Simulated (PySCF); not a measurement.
AlFHIO, SMILES [Al]([F])([I])[OH].

Geometry optimised at B3LYP-D3(BJ)/def2-SVP. The def2 effective core potentials stand for the cores of I; spin–orbit coupling is left out. One conformer was computed; it need not be the lowest.

These are HF/def2-TZVPD in PySCF values and carry that method's errors.

The molecule is in vacuum.

```
Quantity                                                                                                        Value
---------------------------------------------------------------------------------------------  ----------------------
total energy                                                                                       -713.76065 hartree
point group                                                                                                        Cs
highest occupied level                                                                                      -10.60 eV
lowest empty level                                                                                            0.69 eV
orbital gap                                                                                                  11.29 eV
dipole moment                                                                                                  1.37 D
quadrupole, principal values (traceless, Buckingham form, about the centre of nuclear charge)  -12.72, 3.51, 9.21 D·Å
mean static polarisability                                                                       55.6 bohr³ (8.23 Å³)
polarisability, principal values                                                               49.0, 51.1, 66.7 bohr³
```
